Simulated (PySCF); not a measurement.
CH11N3Si2, SMILES C[Si@@H]([SiH](N)N)N.

The structure is a stationary point at B3LYP-D3(BJ)/def2-SVP. The structure was generated by enumeration; whether it is a known compound was not checked. The values are those of a single conformer.

Calculation: PBE/def2-TZVP (PySCF).

Isolated molecule, no solvent.

Computed frontier levels, gap, dipole moment:
```yaml
highest_occupied_level: -5.30 eV
lowest_empty_level: -0.58 eV
orbital_gap: 4.72 eV
dipole_moment: 1.57 D
quadrupole, principal values (traceless, Buckingham form, about the centre of nuclear charge): -4.65, -0.26, 4.91 D·Å
```
